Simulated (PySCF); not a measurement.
# Working out the ionisation energy of Ti

Ti [Ar] 3d2 4s2 (3F) → Ti+ [Ar] 3d2 4s1 (4F). All numbers are calculated (PySCF 2.14, the non-relativistic Hamiltonian (point nucleus), in 6-31G* (5s4p2d1f, 34 functions)). Frozen: [Ar]. Energies in hartree (1 hartree = 27.21139 eV):

```tsv
part	Ti (lower)	Ti+ (upper)
UHF	-848.331484	-848.128901
MP2 opposite-spin	-0.021040	0.000000
MP2 same-spin	-0.005990	-0.006099
```

Task: What does Hartree-Fock give?

Result: (-848.128901) − (-848.331484) = 0.202583 hartree = 5.513 eV.

Task: What do MP2 and SCS-MP2 (6/5 opposite-spin, 1/3 same-spin) give?

Result: The opposite-spin parts differ by 0.573 eV and the same-spin parts by -0.003 eV. MP2: 5.513 + (0.573) + (-0.003) = 6.083 eV. SCS-MP2: 5.513 + 1.2 × (0.573) + (-0.003)/3 = 6.200 eV.

Measured between the centres of the two terms (NIST): 6.828 eV, so MP2 (valence) is off by -0.745 eV.

The calculation is non-relativistic.

What remains against the reference includes basis incompleteness, the frozen core and correlation beyond second order.
